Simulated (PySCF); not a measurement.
**Fine-structure interval of I²⁶⁺ by level of theory**

I²⁶⁺ [Ar] 3d9 [3d3/2^4 3d5/2^5, M_J = 5/2] → I²⁶⁺ [Ar] 3d9 [3d3/2^3 3d5/2^6, M_J = 3/2], as a difference of total energies. Calculation: PySCF 2.14, in an uncontracted even-tempered set (17 s from 3.7 bohr⁻², ratio 2.8; 12 p from 4.8 bohr⁻², ratio 2.8; 8 d from 4.8 bohr⁻², ratio 2.8; 3 f from 21 bohr⁻², ratio 3); the two-component X2C-1e Hamiltonian. Correlated levels: [Ne] frozen; the 76 highest virtual spinors dropped. "Screened" scales the spin-orbit matrix elements by Boettger's factors to mimic the two-electron term; Breit and QED terms are absent.

```
                    method  fine-structure interval (cm⁻¹)
 GHF (screened spin-orbit)                          101890
GMP2 (screened spin-orbit)                          101730
     GHF (bare spin-orbit)                          125720
```
